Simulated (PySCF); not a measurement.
NICS in one family of compounds.

NICS = −σ at a ghost point: NICS(0) at the centroid of the ring atoms, NICS(1) 1 Å to either side along the normal of their mean plane, zz for the tensor component along that normal. Level: GIAO HF/pcSseg-1 (PySCF, non-relativistic, gas phase) on the PBE0-D3(BJ)/def2-SVP geometries, one conformer each. Atom numbers follow the mapped SMILES.

Problem. Order these rings by mean NICS(1)zz, lowest (most negative) first (ppm).
A. ring C5–C6–C7–C8–S9 in `[CH3:1][N:2]([CH3:3])[BH:4][c:5]1[cH:6][cH:7][cH:8][s:9]1`
B. ring C5–C6–C7–C8–C9 in `[CH3:1][N:2]([CH3:3])[BH:4][CH:5]1[CH2:6][CH2:7][CH2:8][CH2:9]1`
C. ring C5–C6–C7–C8–C9–C10 in `[CH3:1][N:2]([CH3:3])[BH:4][c:5]1[cH:6][cH:7][cH:8][cH:9][cH:10]1`

Solution. C (-31.1), A (-28.9), B (-4.8).

| SMILES | ring | NICS(0) | NICS(1) | NICS(1)zz | HOMA | rms pucker (Å) | ring atoms with four or more neighbours |
| --- | --- | --- | --- | --- | --- | --- | --- |
| CN(C)Bc1ccccc1 | 6-membered carbocycle; formal bonds all aromatic | -9.5 | -12.3 | -31.1 | 0.97 | 0.01 | 0 |
| CN(C)Bc1cccs1 | 5-membered ring with S; formal bonds all aromatic | -13.2 | -12.3 | -28.9 | 0.86 | 0.01 | 0 |
| CN(C)BC1CCCC1 | 5-membered carbocycle; formal bonds all single | -6.0 | -4.3 | -4.8 | – | 0.18 | 5 |

NICS(0) gives another order. The isotropic NICS(1) ties some rings at the printed digit and otherwise keeps the order. HOMA uses Krygowski's 1993 parameters; it is left out where a ring has a four-coordinate atom, a triple bond, no multiple bond or a kind of bond without parameters. NICS(1) and NICS(1)zz are means over the two faces.
